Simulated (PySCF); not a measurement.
C₄H₁₁O₂ (SMILES COCC[OH+]C), charge +1, singlet, geometry from GFN2-xTB; PySCF with MP2/STO-3G.

PySCF was given this input:
```python
from pyscf import gto, scf, mp

mol = gto.M(
    atom='''
C    -2.151560   -1.054353   -0.187000
O    -1.037066   -0.602829    0.564913
C    -0.740969    0.759780    0.443960
C     0.323263    1.035349   -0.630172
O     1.646239    0.692320   -0.086505
C     1.873565   -0.733662    0.088834
H    -3.060519   -0.524949    0.107581
H    -2.259088   -2.110624    0.045406
H    -1.992839   -0.931520   -1.262531
H    -0.356108    1.098641    1.411680
H    -1.635965    1.344452    0.203913
H     0.353005    2.099519   -0.865766
H     0.130603    0.448120   -1.532174
H     2.344771    1.050330   -0.671542
H     2.805482   -0.851175    0.638893
H     1.042110   -1.131258    0.673113
H     1.929361   -1.250151   -0.869566
''',
    basis='sto-3g',
    charge=1,
    spin=0,
    verbose=4,
)

mf = scf.RHF(mol)
mf.kernel()

pt = mp.MP2(mf)
pt.kernel()
print('E(MP2) = %.10f' % pt.e_tot)
```

What does PySCF print? Leave out banner, timings and long lists.


```
PySCF version 2.14.0

[INPUT] verbose = 4
[INPUT] num. atoms = 17
[INPUT] num. electrons = 50
[INPUT] charge = 1
[INPUT] spin (= nelec alpha-beta = 2S) = 0
[INPUT] symmetry False subgroup None
[INPUT] Mole.unit = angstrom
[INPUT] Symbol           X                Y                Z      unit          X                Y                Z       unit  Magmom
[...]
nuclear repulsion = 275.013415987187
number of shells = 29
number of NR pGTOs = 123
number of NR cGTOs = 41
basis = sto-3g
ecp = {}

******** <class 'pyscf.scf.hf.RHF'> ********
method = RHF
initial guess = minao
damping factor = 0
level_shift factor = 0
DIIS = <class 'pyscf.scf.diis.CDIIS'>
diis_start_cycle = 1
diis_space = 8
diis_damp = 0
SCF conv_tol = 1e-09
SCF conv_tol_grad = None
SCF max_cycles = 50
direct_scf = True
direct_scf_tol = 1e-13
Set gradient conv threshold to 3.16228e-05
Initial guess from minao.
init E= -304.772137932821
[...]
cycle= 1 E= -303.413480031153  delta_E= 1.36  |g|= 0.528  |ddm|=  4.7
[...]
cycle= 2 E= -303.512221473904  delta_E= -0.0987  |g|= 0.152  |ddm|= 0.865
[...]
cycle= 3 E= -303.519532195338  delta_E= -0.00731  |g|= 0.0326  |ddm|= 0.218
[...]
cycle= 4 E= -303.520119133084  delta_E= -0.000587  |g|= 0.00485  |ddm|= 0.0733
[...]
cycle= 5 E= -303.520133046308  delta_E= -1.39e-05  |g|= 0.00155  |ddm|= 0.0103
[...]
cycle= 6 E= -303.520134641067  delta_E= -1.59e-06  |g|= 0.000294  |ddm|= 0.00411
[...]
cycle= 7 E= -303.52013469982  delta_E= -5.88e-08  |g|= 7.38e-05  |ddm|= 0.000766
[...]
cycle= 8 E= -303.520134703116  delta_E= -3.3e-09  |g|= 1.62e-05  |ddm|= 0.000172
[...]
cycle= 9 E= -303.520134703273  delta_E= -1.58e-10  |g|= 2.76e-06  |ddm|= 3.78e-05
[...]
Extra cycle  E= -303.520134703277  delta_E= -3.41e-12  |g|= 1.1e-06  |ddm|= 5.23e-06
converged SCF energy = -303.520134703277

******** <class 'pyscf.mp.mp2.RMP2'> ********
nocc = 25, nmo = 41
E(RMP2) = -303.807815152951  E_corr = -0.287680449674093
E(SCS-RMP2) = -303.835952884102  E_corr = -0.31581818082492
E_corr(same-spin) = -0.033921183212298
E_corr(oppo-spin) = -0.253759266461795
E(MP2) = -303.8078151530
```
